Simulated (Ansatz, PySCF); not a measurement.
Molecule: InBr2 (charge 0, doublet). It need not be the lowest isomer of its formula. 
Structure (B3LYP-D3(BJ)/def2-TZVP (Ansatz, a first-principles code) minimum search):
SMILES: [In]([Br])[Br]
```xyz
3

In     0.6282     0.3100     0.2149
Br    -0.7784     1.4524    -1.5685
Br    -0.1011    -1.8864     1.2676
```
Charge 0, spin multiplicity 2.

Property: vertical ionisation energy (to the singlet state of charge +1; each state is the SCF solution reached for its spin), in eV. Correlated levels leave the core frozen unless marked. UHF or UKS for open shells. No spin-orbit coupling. Frozen are the shells of the preceding noble gas and the d and f shells that filled before the atom's block. In def2 rows, elements after Kr have scalar-relativistic effective core potentials. Basis-set limits of correlation are two-point, X^-3; Hartree-Fock from the larger set. The bracket is a focal-point correction in the basis named.

| level | program | vertical ionisation energy (eV) |
|---|---|---|
| SVWN5/def2-TZVPD | Ansatz | [?] |
| PBE/def2-TZVPD | Ansatz | 8.72 |
| r2SCAN/def2-TZVPD | Ansatz | 8.96 |
| B3LYP/def2-TZVPD | Ansatz | [?] |
| M06-2X/def2-TZVPD | PySCF | 8.93 |
| CAM-B3LYP/def2-TZVPD | Ansatz | [?] |
| wB97M-V/def2-TZVPD | Ansatz | 8.93 |
| wB97X-V/def2-TZVPD | Ansatz | 8.96 |
| B2PLYP/def2-TZVPD | Ansatz | 8.75 |
| SCS-MP2/def2-SVPD | Ansatz | 8.57 |
| SCS-MP2/def2-TZVPPD | Ansatz | 8.53 |
| CCSD/def2-SVPD | Ansatz | [?] |
| CCSD/def2-TZVPPD | Ansatz | 8.62 |
| RI-MP2/CBS(def2-TZVPPD,def2-QZVPPD)+[CCSD(T)-MP2]/def2-TZVPPD | Ansatz | 8.64 |

What belongs in the gaps?


- SVWN5/def2-TZVPD, vertical ionisation energy (eV): 8.95
- B3LYP/def2-TZVPD, vertical ionisation energy (eV): 8.92
- CAM-B3LYP/def2-TZVPD, vertical ionisation energy (eV): 9.06
- CCSD/def2-SVPD, vertical ionisation energy (eV): 8.63
